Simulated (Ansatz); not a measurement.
A CCSD(T) single point on `CO[SiH2][Se]C`.

```yaml
crystal:
  periodic: [false, false, false]
  atoms:
    - {symbol: C, position_ang: [-0.572149, 1.207352, -1.460868]}
    - {symbol: O, position_ang: [-1.497919, 1.047393, -0.411675]}
    - {symbol: Si, position_ang: [-1.148310, 0.256976, 0.981071]}
    - {symbol: Se, position_ang: [-0.390246, -1.863233, 0.712238]}
    - {symbol: C, position_ang: [1.513880, -1.443091, 0.516744]}
    - {symbol: H, position_ang: [-1.035277, 1.821740, -2.234207]}
    - {symbol: H, position_ang: [-0.301974, 0.239557, -1.897474]}
    - {symbol: H, position_ang: [0.341809, 1.708905, -1.119711]}
    - {symbol: H, position_ang: [-0.076931, 0.983967, 1.718709]}
    - {symbol: H, position_ang: [-2.420849, 0.194772, 1.730285]}
    - {symbol: H, position_ang: [2.056572, -2.368080, 0.702147]}
    - {symbol: H, position_ang: [1.805426, -0.696363, 1.252694]}
    - {symbol: H, position_ang: [1.725978, -1.089894, -0.489952]}
basis:
  gaussian: {orbitals: def2-TZVPP}
correlation: {method: ccsd_t}
```

```sh
$ ansatz run in.yaml --threads 2 --pin off --events-out ev --progress --plain --max-ram 22528MiB --backend cuda --devices 0, --max-vram 18GiB
```

Log, shortened:

```
Functional definition: HF
1760 factors; integrals over basis functions are off by at most 9.9e-4 eV
mean field evaluation 1: about -77389.9587 eV, gradient 3.7e1 eV
mean field evaluation 2: about -77390.3017 eV, gradient 3.8e1 eV
mean field evaluation 4: about -77393.6729 eV, gradient 4.7e0 eV
mean field evaluation 8: about -77393.7453 eV, gradient 2.8e-1 eV
mean field -77393.74565258 eV, -2844.1676933675 hartree, gradient 4.2e-6 eV, S^2 0.000000; 0 other end points of the search recorded, 0 dependent functions left out
17 core orbitals not correlated: weight in the atoms' cores, before any rotation towards them, 1.000 or more for the frozen orbitals, at most 0.000 for the correlated occupied ones
reference -77393.74565258 eV, -2844.1676933675 hartree; 21, 21 occupied and 257, 257 virtual orbitals, 1760 factors
second order -26.89898250 eV of doubles, -0.00000000 eV of singles
cycle   1  -27.33678563 eV  change   -4.4e-1 eV  update   1.1e-1
cycle   2  -28.03322643 eV  change   -7.0e-1 eV  update   3.2e-2
cycle   3  -28.15996835 eV  change   -1.3e-1 eV  update   1.6e-2
cycle   4  -28.14699580 eV  change    1.3e-2 eV  update   3.7e-3
cycle   5  -28.14625945 eV  change    7.4e-4 eV  update   1.7e-3
cycle   6  -28.14689343 eV  change   -6.3e-4 eV  update   5.4e-4
cycle   7  -28.14650379 eV  change    3.9e-4 eV  update   2.1e-4
cycle   8  -28.14645776 eV  change    4.6e-5 eV  update   6.6e-5
cycle   9  -28.14648762 eV  change   -3.0e-5 eV  update   2.6e-5
perturbative correction -1.06765717 eV, -0.0392356772 hartree
Total energy: -77422.95979737 eV, -2845.2412933863 hartree
```

Hardware: 2 threads of an AMD EPYC 7R13 on a shared host and a share of an NVIDIA H100 80 GB. Wall time 5.5 s, peak host memory 0.87 GiB.

MP2 recovers 92.1 % of the CCSD(T) correlation energy and the triples give 3.7 %; T1 = 0.0103.
